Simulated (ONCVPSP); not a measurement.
# What one change does to a pseudopotential (nickel (Ni), ONCV)

ONCVPSP 4.0.1 input, shortened (lines: element, Z, core and valence counts, functional; n l f; lmax; l rc ep ncon nbas qcut; lloc lpopt rc5 dvloc0; l nproj debl; icmod fcfact rcfact), LDA (Perdew-Zunger), scalar-relativistic:

```
  Ni 28.00    5    2        3      upf
    1    0    2.00
    2    0    2.00
    2    1    6.00
    3    0    2.00
    3    1    6.00
    3    2    8.00
    4    0    1.75
    2
    0    2.25    0.00    3    8    3.40
    1    2.40    0.14    4    9    3.90
    2    1.65    0.00    5   10    7.70
    4    5    1.25   -1.00
    0    2    0.40
    1    3    1.50
    2    2    2.70
    0    0.00    0.00
```

In the p channel the program set the typed energies aside and used 0.050, 1.550, 3.050 Ha.

All-electron outer shells of the reference configuration (LDA (Perdew-Zunger), scalar-relativistic, ld1.x):

| shell | level (eV) | outermost node (bohr) | outermost maximum (bohr) |
| --- | --- | --- | --- |
| 3p | -73.40 | 0.27 | 0.65 |
| 3d | -11.27 | – | 0.63 |
| 4s | -7.67 | 0.92 | 2.18 |

Change: s: qcut 3.5; p: qcut 4; d: qcut 7.9.

Cutoffs: the cutoffs (Ha) at which the residual kinetic energy of the hardest occupied pseudo-wave falls to 1 and 0.1 mHa per electron; they do not see the model core or the augmentation charge, which bear on the density cutoff. Errors are all-electron minus pseudo energies relative to the spin-unpolarised reference configuration.

Task: Predict the effect on cutoff, ghosts and configuration errors.

Result: The potential gets softer (66 Ha and 136 Ha → 47 Ha and 132 Ha); both files keep a bound ghost (s); of the 4 tests that both files solve, the error grows in 0 and shrinks in 1 by more than 15 % and 0.3 meV (median size 11.1 → 9.7 meV).

| quantity | base | changed |
| --- | --- | --- |
| cutoff, loose | 66 Ha | 47 Ha |
| cutoff, tight | 136 Ha | 132 Ha |
| loose cutoff by channel | s 4.5 Ha, d 66 Ha | s 4.7 Ha, d 47 Ha |
| bound ghosts | s | s |
| GHOST(+) flags under 300 eV | p at 140.8 eV | p at 140.9 eV |
| error for 3d8 4s2, meV [ΔE -1.69 eV] | +0.1 | +0.1 |
| error for 3d8 4s1, meV [ΔE 7.91 eV] | +1.7 | +1.6 |
| error for 3d8 4s0, meV [ΔE 25.57 eV] | +20 | +20 |
| error for 3d9 4s0, meV [ΔE 4.87 eV] | +32 | +18 |
| s: phases at 2.29 bohr within 0.05 rad from the reference energy up to (Ha; the scan ends near 5) | 2.7 | 2.7 |
| p: phases at 2.43 bohr within 0.05 rad from the reference energy up to (Ha; the scan ends near 5) | to the end of the scan | to the end of the scan |
| d: phases at 1.68 bohr within 0.05 rad from the reference energy up to (Ha; the scan ends near 5) | to the end of the scan | to the end of the scan |

 A true bound ghost makes a file unfit for plane-wave use even where its test errors are small: the radial tests pick states by their node count and pass the ghost by.
